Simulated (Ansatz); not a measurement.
Stepwise reaction of `N[SiH](O)[Si](N)(O)O` with hydrogen, as a gas-phase model of exchange steps in deposition or etching. ΔE in kJ/mol.

Gas-phase electronic energies from Ansatz, PBE0-D4/def2-TZVP geometries. CCSD(T)/CBS adds triple-zeta CCSD(T) − MP2 to the extrapolated MP2 energy (def2 sets, frozen cores). This one scheme is used for every species. DFT in def2-TZVPP. B3LYP here is the variant with VWN-RPA as its local correlation; programs differ in this. One conformer a species, not always the lowest.

```tsv
step	reaction	PBE-D4	B3LYP-D4	ωB97M-V	CCSD(T)/CBS
1	`N[SiH](O)[Si](N)(O)O` + H₂ → `N[SiH2][Si](N)(O)O` + H₂O	88.7	94.3	94.7	90.3
2	`N[SiH2][Si](N)(O)O` + H₂ → `N[SiH2][SiH](N)O` + H₂O	93.5	101.4	101.1	98.8
3	`N[SiH2][SiH](N)O` + H₂ → `N[SiH2][SiH2]N` + H₂O	79.5	84.4	84.3	81.4
```

(1) By hand: ΔE of the 3 steps together at CCSD(T)/CBS.

Answers

(1) (90.3) + (98.8) + (81.4) = 270.5 kJ/mol, or 90.2 kJ/mol a step.

In ΔE step 3 is the lowest and step 2 the highest. All are uphill at CCSD(T)/CBS. PBE-D4 differs from CCSD(T)/CBS by -5.3 to -1.6 kJ/mol a step. Isolated molecules leave out the surface, adducts and barriers. Largest T1 diagnostic: 0.012.
